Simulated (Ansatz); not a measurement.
One change: `C#C[Si](F)(F)F` becomes `CS[Si](F)(F)F`.

Ansatz, PBE0-D4/def2-TZVP geometries, multiplicity 1. Each molecule was computed in one conformer, which needn't be the lowest.

```csv
property,`C#C[Si](F)(F)F`
size of the dipole moment (ωB97M-V/def2-TZVPP) / D,2.45
"ideal-gas entropy at 298 K and 1 bar (rigid rotor, harmonic PBE0-D4/def2-TZVP) / J/(mol·K)",327
HOMO energy (PBE0/def2-TZVPP) / eV,-9.30
LUMO energy (ωB97M-V/def2-TZVPP) / eV,1.33
HOMO energy (B3LYP/def2-TZVPP) / eV,-9.03
LUMO energy (PBE0/def2-TZVPP) / eV,-0.82
```

What does the change do to each property? (An estimate is asked.)

Ansatz gave: 
```json
{"property": "size of the dipole moment (ωB97M-V/def2-TZVPP) / D", "`CS[Si](F)(F)F`": "2.45", "shift": "0.00"}
{"property": "ideal-gas entropy at 298 K and 1 bar (rigid rotor, harmonic PBE0-D4/def2-TZVP) / J/(mol·K)", "`CS[Si](F)(F)F`": "370", "shift": "43"}
{"property": "HOMO energy (PBE0/def2-TZVPP) / eV", "`CS[Si](F)(F)F`": "-7.84", "shift": "1.46"}
{"property": "LUMO energy (ωB97M-V/def2-TZVPP) / eV", "`CS[Si](F)(F)F`": "1.70", "shift": "0.37"}
{"property": "HOMO energy (B3LYP/def2-TZVPP) / eV", "`CS[Si](F)(F)F`": "-7.58", "shift": "1.45"}
{"property": "LUMO energy (PBE0/def2-TZVPP) / eV", "`CS[Si](F)(F)F`": "-0.21", "shift": "0.61"}
```

With PBE0 the HOMO rises by 1.46 eV and the LUMO rises by 0.61 eV, so the gap narrows by about 0.85 eV. PBE moves the HOMO by 1.47 eV and ωB97M-V by 1.54 eV. The zero-point energy changes by 53.0 kJ/mol with +6 modes. Dipoles are sizes alone; their direction can turn. Modes under 60 cm⁻¹, often nearly free rotors, make the harmonic entropy too high.

B3LYP here is the variant with VWN-RPA as its local correlation; programs differ in this.
